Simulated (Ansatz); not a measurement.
**Stretch profile**

SiH$_{2}$SI (SMILES [SH+]=[SiH]I) (charge +1), singlet, at its PBE0-D4/def2-TZVP minimum:

```tsv
atom	x (Å)	y (Å)	z (Å)
S1	-1.4866	0.4795	-0.4960
Si2	0.3241	0.2564	0.4179
I3	1.8690	-1.4088	-0.0683
H4	-1.3205	-0.5863	-1.3092
H5	0.6141	1.2592	1.4557
```

The bond length S1–H4 (1.351 Å at the minimum) is set to the values below, the two halves moving rigidly along the bond. Each method's energies count from its own value at the PBE0-D4 minimum structure. Program: Ansatz 0.2.0. Basis: def2-TZVPP. Cores are frozen in the correlated methods. Filled d shells of the heavier atoms are correlated. Core potentials replace the inner electrons of the atoms past krypton. The def2 sets are not built for correlating such inner shells, so the correlated values are less sure here. B3LYP uses VWN-RPA correlation.

```
bond length (Å)  CCSD(T) (kcal/mol)  PBE0-D4 (kcal/mol)
          1.108               26.32               27.05
          1.165               13.62               14.15
          1.248                   ?                3.69
          1.345                0.00                0.01
          1.453                   ?                2.63
          1.570               10.18               10.01
          1.693               20.26               20.31
          1.823               31.71               32.17
          1.959                   ?               44.72
```

Q: Fill in the withheld CCSD(T) values. (An estimate is asked for; the value comes from the calculation.)

A: The calculation gives: 3.43 kcal/mol at 1.248 Å; 2.79 kcal/mol at 1.453 Å; 43.37 kcal/mol at 1.959 Å. These count from the CCSD(T) energy at the PBE0-D4 minimum.

Minimum and curvature along this coordinate at CCSD(T): A fifth-order fit through the nearest points gives 1.346 Å, with a curvature of about 26 eV/Å².

Q: Treat the two halves as rigid bodies and work out the harmonic wavenumber of this stretch from that curvature (ν̃ = 521.5 √(k/μ) cm⁻¹ with k in eV/Å² and μ in u).

A: The halves weigh 188.06 and 1.01 u, so μ = 188.06 × 1.01/189.07 = 1.005 u and ν̃ = 521.5 √(26/1.005) ≈ 2700 cm⁻¹. A true normal mode mixes in other motions, so this is a guide only.

Largest difference from the CCSD(T) curve over the scan: PBE-D4 3.43; r2SCAN-D4 0.66; B3LYP-D4 0.70; wB97M-V 2.44 kcal/mol. Each curve counts from its own value at the minimum.

The T1 diagnostic stays at or below 0.015. The restricted Hartree–Fock reference is unstable towards an unrestricted one here.

For scale, one of the runs: CCSD(T)/def2-TZVPP, 162 basis functions (an equivalent command: `ansatz run in.yaml --threads 2`). Time: 33 s of wall clock on 2 CPU threads; the host was shared. Peak host memory: 1.2 GiB.
